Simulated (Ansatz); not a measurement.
System: trifluoro-[(2-methylpropan-2-yl)oxy]silane, C$_{4}$H$_{9}$F$_{3}$OSi, net charge 0, singlet state. 
Coordinates optimised at B3LYP-D3(BJ)/def2-TZVP (Ansatz, a program for electronic structure):
```xyz
18

C     -2.1803     0.4078     1.6902
C     -1.5059     0.1751     0.3456
C     -1.7139    -1.2578    -0.1336
C     -1.9776     1.1839    -0.6950
O     -0.0879     0.4129     0.5802
Si     1.2289    -0.0677    -0.1754
F      1.5888    -1.5805     0.1094
F      1.1280     0.0775    -1.7487
F      2.4411     0.8072     0.3198
H     -1.8062    -0.2995     2.4308
H     -3.2597     0.2797     1.6000
H     -1.9773     1.4185     2.0441
H     -1.3128    -1.9688     0.5890
H     -2.7784    -1.4586    -0.2595
H     -1.2286    -1.4260    -1.0973
H     -1.4645     1.0294    -1.6447
H     -1.7782     2.1997    -0.3532
H     -3.0504     1.0791    -0.8634
```
Charge 0, spin multiplicity 1.

Quantity: atomisation energy (electronic, to ground-state atoms), in kcal/mol. Correlated levels leave the core frozen unless marked. Open shells are spin-unrestricted. No spin-orbit coupling. Non-relativistic. The coupled-cluster limit lacks core correlation, which all-electron functionals hold. CBS marks a two-point X^-3 extrapolation of the correlation energy; Hartree-Fock from the larger set. [CCSD(T)-MP2]/basis is that difference in the basis named.

| level | program | atomisation energy (kcal/mol) |
|---|---|---|
| HF/aug-cc-pV(D+d)Z | Ansatz | 1337.7 |
| HF/cc-pV(Q+d)Z | Ansatz | 1375.1 |

Q: Predict the RI-MP2/CBS(cc-pV(T+d)Z,cc-pV(Q+d)Z)+[CCSD(T)-MP2]/cc-pV(T+d)Z result (Ansatz).

A: 1833.7 kcal/mol
